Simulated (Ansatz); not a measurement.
Reaction (ligand exchange at a Ge–C bond): `N=[C](F)[GeH3]` + `N=C=S` → `S=C=[N][GeH3]` + `N=CF`

Program: Ansatz. Geometries: PBE0-D4/def2-TZVP. ΔE: electronic, gas phase. CCSD(T)/CBS is the MP2 limit (def2-TZVPP, def2-QZVPP) plus CCSD(T) − MP2 in def2-TZVPP, frozen cores. This one scheme is used for every species. For Ge outer-core shells are correlated without core-valence functions, which leaves a few kJ/mol of doubt a bond. Scalar relativity is left out up to krypton. One conformer a species, not always the lowest.

`N=[C](F)[GeH3]`:

Z-matrix (Å, degrees):
```
Ge
C 1 1.978
H 1 1.532 2 108.9
H 1 1.532 2 108.9 3 -120.4
H 1 1.534 2 106.6 3 119.8
F 2 1.346 1 111.5 3 60.9
N 2 1.246 1 131.1 3 -119.1
H 7 1.016 2 111.2 1 -0.0
```

`N=C=S`:

```xyz
4

N     0.503    0.661   -0.027
C    -0.353   -0.163    0.119
S    -1.550   -1.133    0.383
H     1.401    0.634   -0.475
```

`S=C=[N][GeH3]`:

```xyz
7

S     0.753    2.694   -1.901
C     0.234    1.470   -1.060
N    -0.195    0.555   -0.437
Ge   -0.195   -0.914    0.653
H     0.629   -0.555    1.894
H    -1.660   -1.187    0.996
H     0.432   -2.062   -0.144
```

`N=CF`:

Z-matrix (Å, degrees):
```
C
N 1 1.242
F 1 1.328 2 120.0
H 1 1.092 2 129.8 3 -180.0
H 2 1.016 1 110.6 3 -180.0
```

```csv
level,ΔE (eV)
HF/def2-SVP,-1.06
CCSD/def2-TZVPP,-0.78
```

Q: What does CCSD(T)/CBS give? (Best estimate.)

A: Computed: -0.71 eV. The listed levels differ from it by -0.35, -0.07 eV.

Largest T1 diagnostic among the species: 0.019.

At CCSD(T), def2-SVP lies −0.08 eV from the extrapolated value and def2-TZVPP −0.03 eV. Leaving LDA and LC-ωPBE aside and taking each functional with its dispersion term where it has one, the values, not all of them listed here, spread over 0.27 eV, from BHLYP-D4 to PBE-D4. LDA lies +0.05 eV from PBE without D4.
